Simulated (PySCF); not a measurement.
C₂H₄FGaO, SMILES [CH](=C)[Ga]([F])[OH].

The structure is a stationary point at PBE0-D3(BJ)/def2-SVP. The structure was generated by enumeration; whether it is a known compound was not checked. Other conformers were not sampled.

These are PBE0-D3(BJ)/def2-SVP in PySCF values and carry that method's errors.

Frequencies are harmonic and unscaled.

Computed harmonic wavenumbers and intensities:
```
mode  ν (cm⁻¹)  IR (km/mol)   moving atoms (share of kinetic energy)
----  --------  -----------  ---------------------------------------
1           73          0.0                   C 41 %, H 29 %, F 22 %
2           92          0.3  O 29 %, C 27 %, H 16 %, F 15 %, Ga 13 %
3          187         12.7  Ga 34 %, H 24 %, O 19 %, F 12 %, C 11 %
4          191         39.7                  F 45 %, O 30 %, Ga 13 %
5          297          5.0                  C 59 %, H 19 %, Ga 14 %
6          370        133.1                            H 91 %, O 8 %
7          484         33.4                           H 66 %, C 31 %
8          590          4.3                    C 59 %, H 19 %, O 9 %
9          700         77.7                          F 66 %, Ga 21 %
10         731        109.1                          O 68 %, Ga 23 %
11         808         81.3                                   H 89 %
12        1003          8.6                           H 87 %, C 13 %
13        1012         28.6                           H 72 %, C 28 %
14        1047         16.1                                   H 94 %
15        1261          3.6                           H 72 %, C 28 %
16        1419         14.4                           H 84 %, C 16 %
17        1672          9.9                           C 85 %, H 15 %
18        3138          9.1                                   H 95 %
19        3185          2.0                            H 91 %, C 9 %
20        3236          2.3                           H 89 %, C 11 %
21        3912         88.9                                   H 94 %
```
